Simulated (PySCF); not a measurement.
PySCF input file for C3H6OSi2, SMILES C([Si@@H]1[SiH2]C=C1)=O, PBE-D3(BJ)/def2-SVP. Geometry optimised at PBE-D3(BJ)/def2-SVP. The structure was generated by enumeration; whether it is a known compound was not checked. The values are those of a single conformer.

```python
import numpy as np
from pyscf import gto, scf, dft, df
from pyscf.hessian import thermo

mol = gto.M(
    atom='''
    O     3.02021898   -0.43353847    0.27151527
    C     1.94724852   -0.40253714   -0.30187879
    Si    0.40299442    0.57099411    0.36981150
    C    -0.75500267    1.15083604   -1.02086702
    C    -1.82321092    0.29824928   -0.98226459
    Si   -1.53059911   -0.77635408    0.55648269
    H     1.78115211   -0.99446501   -1.26215809
    H     0.85988268    1.55666704    1.40947480
    H    -0.63883176    1.94891735   -1.77900642
    H    -2.64876788    0.31937629   -1.71913971
    H    -1.46732459   -2.26714345    0.34448899
    H    -2.47560624   -0.49929393    1.69616175
    ''',
    basis='def2-SVP',
    charge=0,
    spin=0,
    max_memory=1600,
    verbose=3,
)
mf = dft.RKS(mol, xc='pbe').density_fit(auxbasis='def2-universal-jkfit')
mf.disp = 'd3bj'
mf.grids.level = 3
mf.conv_tol = 1e-11
mf.max_cycle = 100
mf.kernel()

# [left out here: the lines that compute and print the analytic Hessian (its translational invariance restored by hand, since the grid's response is missing), thermochemistry and intensities]
```

Program output:

```
converged SCF energy = -771.225611342792

WARN: DFTD3 does not support analytical Hessian, using finite difference


WARN: Mole.unit (angstrom) is changed to Bohr

Mode                                 0                   1                   2
Irrep
Freq [cm^-1]                       51.0405             70.7721            149.8977
Reduced mass [au]                   5.2718              4.8291              2.3080
Force const [Dyne/A]                0.0081              0.0143              0.0306
Char temp [K]                      73.4359            101.8253            215.6694
Normal mode                   x     y     z       x     y     z       x     y     z
       0   O                 0.06  0.11 -0.11    0.06  0.07  0.06   -0.00  0.03 -0.00
       1   C                -0.02 -0.05  0.04    0.09 -0.01  0.00   -0.06 -0.12  0.09
       2  Si                -0.01 -0.04  0.06    0.01 -0.07 -0.06    0.00  0.04 -0.03
       3   C                 0.06 -0.02  0.01   -0.01 -0.03 -0.02   -0.03  0.03 -0.01
       4   C                 0.04 -0.01 -0.04   -0.09  0.09  0.07   -0.04  0.05  0.04
       5  Si                -0.06  0.02 -0.00   -0.04  0.01  0.00    0.05 -0.02 -0.03
       6   H                -0.11 -0.20  0.14    0.18 -0.02 -0.01   -0.16 -0.42  0.29
       7   H                 0.01 -0.04  0.05   -0.02 -0.07 -0.05    0.02  0.06 -0.06
       8   H                 0.12 -0.03  0.01    0.01 -0.04 -0.04   -0.05  0.03 -0.01
       9   H                 0.08 -0.00 -0.08   -0.16  0.19  0.14   -0.07  0.06  0.07
      10   H                -0.11  0.01  0.05   -0.10  0.02 -0.10    0.15 -0.00 -0.16
      11   H                -0.10  0.09 -0.05    0.04 -0.04  0.08    0.06 -0.19  0.02
Mode                                 3                   4                   5
Irrep
Freq [cm^-1]                      219.7067            302.1445            401.2085
Reduced mass [au]                   2.4035              5.1408              3.2357
[...]
Reduced mass [au]                   2.2156              2.0054              1.7727
Force const [Dyne/A]                0.6363              0.6320              0.5614
Char temp [K]                    1004.5060           1052.2815           1054.8114
Normal mode                   x     y     z       x     y     z       x     y     z
       0   O                -0.01  0.01  0.02    0.01 -0.01 -0.00   -0.02  0.01  0.01
       1   C                 0.06 -0.06 -0.10    0.00  0.03  0.00    0.03 -0.05 -0.07
       2  Si                -0.03  0.05 -0.01   -0.02  0.00 -0.03    0.01  0.00  0.04
       3   C                 0.05 -0.08  0.11    0.02  0.00  0.05    0.01  0.03 -0.08
       4   C                -0.03  0.02 -0.03    0.04 -0.01  0.15    0.09 -0.06  0.04
       5  Si                 0.01  0.00  0.01   -0.03  0.01 -0.07   -0.04  0.02 -0.02
       6   H                 0.11 -0.20 -0.02   -0.04 -0.08  0.08    0.06 -0.12 -0.03
       7   H                -0.45  0.06  0.15    0.01 -0.14  0.09   -0.33  0.11  0.09
       8   H                 0.22 -0.07  0.14    0.04 -0.23 -0.18   -0.33  0.20  0.05
       9   H                 0.07  0.14 -0.14    0.15 -0.24  0.03   -0.17  0.05  0.32
      10   H                 0.02 -0.01  0.07    0.35 -0.01  0.30    0.13  0.04 -0.08
      11   H                -0.01 -0.02  0.00    0.12  0.18  0.01    0.19 -0.06  0.18
Mode                                15                  16                  17
Irrep
Freq [cm^-1]                      773.8148            843.9251            909.3671
Reduced mass [au]                   1.4746              1.6611              1.0642
Force const [Dyne/A]                0.5202              0.6970              0.5185
Char temp [K]                    1113.3472           1214.2203           1308.3767
Normal mode                   x     y     z       x     y     z       x     y     z
       0   O                -0.02  0.01  0.01   -0.01 -0.04  0.02   -0.00  0.00  0.00
       1   C                 0.00 -0.01 -0.02    0.05  0.14 -0.08    0.00 -0.00 -0.00
       2  Si                 0.05 -0.04  0.03   -0.01 -0.02  0.02    0.00  0.00  0.00
       3   C                -0.06  0.09 -0.02    0.00 -0.00 -0.02   -0.01 -0.01  0.00
       4   C                -0.02  0.05  0.02   -0.00  0.00 -0.02   -0.01  0.00 -0.01
       5  Si                 0.01 -0.02  0.01    0.01  0.00  0.01   -0.01 -0.03  0.03
       6   H                -0.03 -0.03 -0.00   -0.22 -0.57  0.40    0.01 -0.00 -0.00
       7   H                -0.45  0.37 -0.14    0.14 -0.02 -0.05   -0.01  0.01  0.00
       8   H                 0.08 -0.17 -0.29    0.02  0.02  0.01    0.04 -0.00  0.01
       9   H                 0.12 -0.28 -0.15   -0.05  0.01  0.04    0.00  0.03 -0.04
      10   H                -0.08 -0.03  0.08   -0.05  0.01 -0.05    0.40  0.09 -0.55
      11   H                -0.14  0.07 -0.14   -0.08 -0.01 -0.05    0.06  0.67 -0.10
Mode                                18                  19                  20
Irrep
Freq [cm^-1]                      983.0773           1026.1195           1226.4705
Reduced mass [au]                   1.2789              1.0394              1.4810
Force const [Dyne/A]                0.7282              0.6448              1.3126
Char temp [K]                    1414.4293           1476.3575           1764.6180
Normal mode                   x     y     z       x     y     z       x     y     z
       0   O                 0.00  0.00 -0.00    0.00  0.00 -0.00   -0.00 -0.00  0.00
       1   C                -0.00 -0.00  0.00   -0.00 -0.01  0.00   -0.00  0.00 -0.00
       2  Si                -0.00  0.00  0.00    0.00  0.01 -0.00    0.01 -0.00  0.01
       3   C                -0.05  0.06  0.06    0.00  0.03 -0.01   -0.08  0.02 -0.08
       4   C                 0.05 -0.06 -0.05   -0.02 -0.01 -0.02    0.01 -0.08  0.09
       5  Si                 0.00 -0.00 -0.00   -0.01 -0.00 -0.00   -0.00  0.00 -0.01
       6   H                 0.01  0.01 -0.01    0.01  0.02 -0.02    0.00 -0.01  0.00
       7   H                 0.04 -0.00 -0.01   -0.00 -0.02  0.03   -0.00  0.03 -0.01
       8   H                 0.22 -0.42 -0.40    0.64  0.15  0.21    0.50  0.19  0.19
       9   H                -0.26  0.46  0.31   -0.37 -0.47  0.35    0.30  0.42 -0.22
      10   H                -0.03 -0.00  0.02    0.03 -0.01  0.02    0.01  0.01  0.03
      11   H                 0.02  0.02  0.01    0.02  0.00  0.02    0.02 -0.01  0.01
Mode                                21                  22                  23
Irrep
Freq [cm^-1]                     1325.9330           1504.7293           1730.7747
Reduced mass [au]                   1.1961              8.1143             11.6435
Force const [Dyne/A]                1.2390             10.8248             20.5501
Char temp [K]                    1907.7224           2164.9705           2490.1995
Normal mode                   x     y     z       x     y     z       x     y     z
       0   O                -0.02 -0.03 -0.05    0.00  0.00  0.00    0.14 -0.01  0.07
       1   C                -0.05  0.05  0.05   -0.00 -0.00 -0.00   -0.20  0.01 -0.10
       2  Si                 0.01  0.00  0.00    0.00  0.00  0.00    0.00  0.00  0.00
       3   C                -0.00 -0.00 -0.00   -0.16 -0.12 -0.01    0.00  0.00  0.00
       4   C                 0.00  0.00 -0.00    0.15  0.13 -0.02   -0.00 -0.00 -0.00
       5  Si                -0.00 -0.00  0.00   -0.00 -0.00  0.00    0.00  0.00  0.00
       6   H                 0.86 -0.26  0.11   -0.01  0.01 -0.00    0.05 -0.06 -0.07
       7   H                -0.05  0.01  0.01    0.01 -0.01  0.01   -0.03 -0.01 -0.02
       8   H                -0.01 -0.00  0.00    0.05 -0.06  0.12   -0.00  0.00 -0.00
       9   H                -0.00 -0.00  0.00    0.06 -0.07  0.11   -0.00  0.00 -0.00
      10   H                -0.00  0.00 -0.00    0.00 -0.00  0.01   -0.00  0.00  0.00
      11   H                -0.00 -0.00 -0.00    0.01 -0.01  0.01   -0.00 -0.00 -0.00
Mode                                24                  25                  26
Irrep
Freq [cm^-1]                     2144.9866           2155.3807           2164.2323
Reduced mass [au]                   1.0308              1.0510              1.0439
Force const [Dyne/A]                2.7942              2.8768              2.8808
Char temp [K]                    3086.1581           3101.1129           3113.8484
Normal mode                   x     y     z       x     y     z       x     y     z
       0   O                 0.00 -0.00  0.00    0.00 -0.00  0.00   -0.00 -0.00 -0.00
       1   C                -0.00  0.00 -0.00   -0.00  0.00 -0.00    0.01  0.00  0.00
       2  Si                 0.00  0.00  0.00   -0.00 -0.01 -0.01    0.01  0.02  0.02
       3   C                -0.00  0.00 -0.00    0.00  0.00  0.00   -0.00  0.00 -0.00
       4   C                 0.00 -0.00  0.00   -0.00  0.00 -0.00    0.00  0.00  0.00
       5  Si                 0.01  0.02 -0.01   -0.02  0.02  0.02   -0.01  0.00  0.01
       6   H                 0.00  0.00  0.00    0.00 -0.00  0.00   -0.01  0.01  0.01
       7   H                -0.03 -0.06 -0.07    0.08  0.17  0.18   -0.28 -0.61 -0.65
       8   H                 0.00  0.00 -0.00    0.00 -0.00 -0.00    0.00  0.00 -0.00
       9   H                 0.01  0.00  0.00   -0.00  0.00  0.00    0.00 -0.00 -0.00
      10   H                 0.05 -0.78 -0.12    0.02 -0.56 -0.07    0.00 -0.08 -0.01
      11   H                -0.35  0.12  0.44    0.47 -0.13 -0.57    0.17 -0.05 -0.20
Mode                                27                  28                  29
Irrep
Freq [cm^-1]                     2693.7928           3052.2171           3072.9951
Reduced mass [au]                   1.0817              1.0834              1.1006
Force const [Dyne/A]                4.6247              5.9464              6.1238
Char temp [K]                    3875.7681           4391.4609           4421.3558
Normal mode                   x     y     z       x     y     z       x     y     z
       0   O                -0.00  0.00 -0.00    0.00  0.00 -0.00   -0.00  0.00  0.00
       1   C                -0.01 -0.04 -0.07   -0.00  0.00  0.00    0.00 -0.00 -0.00
       2  Si                -0.00 -0.00 -0.00   -0.00  0.00 -0.00    0.00 -0.00  0.00
       3   C                 0.00 -0.00 -0.00   -0.01 -0.04  0.04    0.01  0.05 -0.04
       4   C                 0.00  0.00  0.00   -0.04  0.00 -0.04   -0.05 -0.00 -0.04
       5  Si                 0.00 -0.00 -0.00   -0.00 -0.00  0.00    0.00 -0.00  0.00
       6   H                 0.12  0.50  0.81   -0.00 -0.00 -0.00    0.00  0.00  0.00
       7   H                 0.00  0.00  0.00    0.00  0.00  0.00   -0.00  0.00 -0.00
       8   H                 0.00  0.00 -0.00    0.07  0.50 -0.47   -0.07 -0.48  0.45
       9   H                -0.00  0.00  0.00    0.50 -0.01  0.44    0.51 -0.01  0.45
      10   H                 0.00  0.00  0.00   -0.00  0.00 -0.00   -0.00  0.00 -0.00
      11   H                 0.00  0.00  0.00    0.00 -0.00 -0.00    0.00  0.00 -0.00
temperature 298.1500 [K]
pressure 101325.00 [Pa]
Rotational constants [GHz] 4.54109 1.40957 1.22774
Symmetry number 1
Zero-point energy (ZPE) 0.07362 [Eh]   193286.579 [J/mol]
                           tot       elec      trans        rot        vib
Entropy [J/mol/K]       372.911      0.000    167.842    117.592     87.478
Cv [J/mol/K]            120.660      0.000     12.472     12.472     95.716
Cp [J/mol/K]            128.974      0.000     20.786     12.472     95.716
Internal energy [J/mol]                      3718.434   3718.434 207202.124
Internal energy [Eh]   -771.14386  -771.22561
Enthalpy [J/mol]                             6197.391   3718.434 207202.124
Enthalpy [Eh]          -771.14292
Gibbs free energy [J/mol]                  -43844.565 -31341.475 181120.442
Gibbs free energy [Eh] -771.18526
mode   freq/cm-1   IR/(km/mol)
   1       51.04         4.124
   2       70.77         1.706
   3      149.90         0.720
   4      219.71         7.165
   5      302.14         1.074
   6      401.21         0.939
   7      434.81         5.815
   8      446.01         3.120
   9      563.80         6.785
  10      611.63        34.508
  11      633.08        11.238
  12      660.41        12.585
  13      698.17        50.567
  14      731.37        75.925
  15      733.13        10.365
  16      773.81       138.251
  17      843.93        14.149
  18      909.37       104.969
  19      983.08         0.109
  20     1026.12         4.297
  21     1226.47        11.021
  22     1325.93        12.387
  23     1504.73         1.331
  24     1730.77       199.304
  25     2144.99       111.641
  26     2155.38        53.647
  27     2164.23       114.294
  28     2693.79       157.670
  29     3052.22         5.754
  30     3073.00        21.899
max |gradient| / (hartree/bohr): 3.122252339396214e-05
APT charges: [-0.6075  0.572   0.5615 -0.2592 -0.2679  0.7073 -0.0945 -0.2181  0.0257
  0.0341 -0.2289 -0.2247]
```

The calculation finished and met its thresholds.
